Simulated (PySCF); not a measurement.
# TDDFT excited states: C7H5NSe

Species: C₇H₅NSe.
Geometry (PBE0-D3(BJ)/def2-SVP, Å), atoms numbered from 1 in this order:
```xyz
14
C7H5NSe angstrom
N      4.012    1.085   -0.471
C      3.365    0.213   -0.058
Se     2.385   -1.172    0.619
C      0.632   -0.460    0.295
C      0.397    0.860   -0.088
C     -0.917    1.287   -0.278
C     -1.984    0.412   -0.082
C     -1.736   -0.904    0.303
C     -0.428   -1.348    0.489
H      1.227    1.552   -0.243
H     -1.102    2.319   -0.583
H     -3.010    0.755   -0.232
H     -2.565   -1.600    0.456
H     -0.242   -2.385    0.780
```

Method: PySCF 2.14.0, density-fitted response routines, TDDFT PBE0/def2-SVPD, vertical, gas phase, core orbitals frozen in the response. The PBE0/def2-SVPD calculation is non-relativistic and has no spin–orbit coupling, an omission that weighs most on selenium.

```
state  E (eV)  ν̃ (cm⁻¹)       f   main configurations (H = HOMO, L = LUMO)
   S1    4.31      34730  0.0005                                  H→L (94%)
   S2    4.94      39850  0.0034    H→L+2 (66%), H→L+1 (16%), H-1→L+1 (11%)
   S3    5.23      42190   0.199                   H→L+1 (73%), H→L+2 (18%)
   S4    5.69      45900  0.0072                                H→L+3 (86%)
   S5    5.73      46230  0.0059                                H-1→L (89%)
   S6    6.05      48780   0.022  H-1→L+1 (42%), H-2→L+2 (17%), H-2→L (10%)
   S7    6.20      49990  0.0034                    H-2→L (66%), H→L+5 (9%)
   S8    6.41      51670   0.070  H-1→L+2 (34%), H→L+6 (18%), H-2→L+1 (11%)
   S9    6.42      51770   0.049      H→L+5 (25%), H→L+6 (19%), H→L+4 (17%)
  S10    6.60      53210   0.079                   H→L+4 (56%), H→L+6 (15%)
```

Triplets (Tamm–Dancoff): T1 3.85 eV, H→L+1 (43%), H-1→L+2 (16%), H→L (15%); T2 3.96 eV, H→L (78%), H→L+1 (12%); T3 4.36 eV, H→L+2 (70%), H→L+1 (14%); T4 4.57 eV, H-1→L+2 (58%), H→L+1 (19%), H-1→L+1 (10%).

The lowest singlet lies at 4.31 eV (288 nm, ultraviolet) and is very weak; its leading configuration is HOMO→LUMO (94%). The most intense listed level is S3 at 5.23 eV (237 nm, f = 0.199), 0.92 eV above S1. Löwdin shares by element: HOMO selenium 40%, carbon 31% or more (atoms not listed hold the other 29%); LUMO selenium 40%, carbon 30% or more, nitrogen 15%. The listed states span 2.29 eV, and the widest gap between neighbours is 0.63 eV (S1 to S2). Of the 10 states listed, 5 reach f = 0.01 and none stays under 0.0005. The oscillator strengths of these states sum to 0.440; summed over the whole spectrum of an exact calculation they would give the number of electrons, 88 (Thomas–Reiche–Kuhn). All these states lie below the vertical ionisation energy of 8.70 eV (ΔSCF). Singlets were solved by full linear response, triplets in the Tamm–Dancoff approximation.

One conformer stands for the species.
